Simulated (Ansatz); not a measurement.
Gas-phase electronic energies from Ansatz, PBE0-D4/def2-TZVP geometries. CBS: MP2 limit from def2 TZ/QZ plus the TZ coupled-cluster correction, frozen cores. DFT in def2-TZVPP. B3LYP here is the variant with VWN-RPA as its local correlation; programs differ in this. HSE06 is defined as in plane-wave codes. Elements past krypton have def2 core potentials. For In outer-core shells are correlated without core-valence functions, which leaves a few kJ/mol of doubt a bond. One conformer a species, not always the lowest.

Consider the formal exchange of groups at the In–F bond: `C[O][In]([F])[F]` + `CC(F)Cl` → `C[O][In]([F])[Cl]` + `CC(F)F`.

| level | ΔE (kJ/mol) | difference from CCSD(T)/CBS |
| --- | --- | --- |
| LDA (SPW92) | -81.1 | -7.0 |
| PBE-D4 | -70.2 | 3.9 |
| revPBE-D4 | -63.9 | 10.2 |
| BLYP-D4 | -66.2 | 7.9 |
| r2SCAN-D4 | -78.4 | -4.3 |
| B97M-V | -80.1 | -6.0 |
| PBE0-D4 | -81.3 | -7.2 |
| B3LYP-D4 | -77.1 | -3.0 |
| r2SCANh-D4 | -81.9 | -7.8 |
| HSE06-D4 | -81.7 | -7.6 |
| BHLYP-D4 | -89.8 | -15.7 |
| CAM-B3LYP-D4 | -80.9 | -6.8 |
| ωB97X-V | -78.9 | -4.8 |
| ωB97M-V | -80.2 | -6.1 |
| B2PLYP | -77.2 | -3.1 |
| PBE | -71.3 | 2.8 |
| revPBE | -69.1 | 5.0 |
| BLYP | -69.4 | 4.7 |
| r2SCAN | -78.6 | -4.5 |
| PBE0 | -82.2 | -8.1 |
| B3LYP | -79.0 | -4.9 |
| r2SCANh | -82.1 | -8.0 |
| r2SCAN0 | -86.8 | -12.7 |
| HSE06 | -82.5 | -8.4 |
| LC-ωPBE | -76.6 | -2.5 |
| RPA@PBE/def2-TZVPP | -76.2 | -2.1 |
| HF/def2-SVP | -120.0 | -45.9 |
| MP2/def2-SVP | -83.5 | -9.4 |
| CCSD/def2-SVP | -93.5 | -19.4 |
| CCSD(T)/def2-SVP | -91.3 | -17.2 |
| HF/def2-TZVPP | -103.3 | -29.2 |
| SCS-MP2/def2-TZVPP | -75.8 | -1.7 |
| CCSD/def2-TZVPP | -84.0 | -9.9 |
| CCSD(T)/def2-TZVPP | -80.1 | -6.0 |
| HF/def2-QZVPP | -100.7 | -26.6 |
| MP2/def2-QZVPP | -70.8 | 3.3 |
| SCS-MP2/def2-QZVPP | -71.6 | 2.5 |
| HF/CBS(def2) | -100.3 | -26.2 |
| MP2/CBS(def2) | -69.2 | 4.9 |
| CCSD/CBS(def2) | -78.0 | -3.9 |
| CCSD(T)/CBS | -74.1 | 0 |

Largest T1 diagnostic among the species: 0.017.

From BLYP to BHLYP (50 % exact exchange), in def2-TZVPP and without D4, ΔE moves by −20.8 kJ/mol. Leaving LDA and LC-ωPBE aside and taking each functional with its dispersion term where it has one, the values spread over 25.9 kJ/mol, from BHLYP-D4 to revPBE-D4. LDA lies −9.8 kJ/mol from PBE without D4.
